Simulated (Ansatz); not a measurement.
**Ligand exchange through a proton shuttle**

Start structure (BNH5F3, singlet), relaxed at PBE0-D4/def2-TZVP:

```
10
angstrom
B -0.5253 -0.0484 -0.8029
H 0.1362 0.9740 -1.0172
F -0.0271 -1.1615 -1.4330
F -1.8685 0.1552 -0.9955
H 0.6090 -0.3619 1.0799
N -0.3728 -0.3815 0.8067
H 1.5382 0.9822 -0.3492
F 2.1469 0.8460 0.3544
H -0.7588 -1.3039 0.9911
H -0.8778 0.2996 1.3654
```

The step: BHF₂ ([F][BH][F]) + NH₃ + HF → BNH₂F₂ ([NH2][B]([F])[F]) + HF + H₂; bonds formed: H2–H7, H5–F8; dative contacts that become bonds: B1–N6; bonds broken: B1–H2, H5–N6, H7–F8. Program: Ansatz 0.2.0. Basis: def2-TZVPP and def2-QZVPP. Cores are frozen in the correlated methods. Extrapolation: Hartree–Fock as exp(−7.88 √X), correlation as X^−2.97. Energies below are by CCSD(T) at an estimated basis limit (MP2 extrapolated from triple and quadruple zeta, plus CCSD(T) − MP2 in triple zeta).

**Question.** What are the electronic barrier and the energy of the step, from the start structure to the end structure? (To be estimated.)

**Answer.** Computed: Barrier 1.240 eV; step energy -0.079 eV (downhill); reverse barrier, their difference, 1.319 eV. Barrier and step energy count from the start structure, the reverse barrier from the end structure.

The saddle point: One imaginary mode of 1128i cm⁻¹.
```
 pair  start (Å)  saddle (Å)  end (Å)
B1–N6       1.65        1.53     1.42
H2–H7       1.55        0.87     0.75
H5–F8       2.09        1.19     0.94
B1–H2       1.24        1.50     3.11
H5–N6       1.02        1.23     1.82
H7–F8       0.94        1.38     2.61
```

Zero-point energy (harmonic, PBE0-D4): ZPE is 1.937 eV at the start and 1.770 eV at the saddle, so the barrier goes from 1.240 to 1.072 eV.

No T1 diagnostic of these runs exceeds 0.013.

Labels in which every atom is bracketed show which atoms are joined, not bond orders.

For scale, one of the runs: CCSD(T)/def2-TZVPP, 225 basis functions, launched by `ansatz run in.yaml --threads 4 --pin off --events-out ev --progress --plain --max-ram 9574MiB`. Hardware: 4 CPU threads of an Intel Xeon, shared host. Wall time 2.8 min; peak host memory 4.2 GiB.
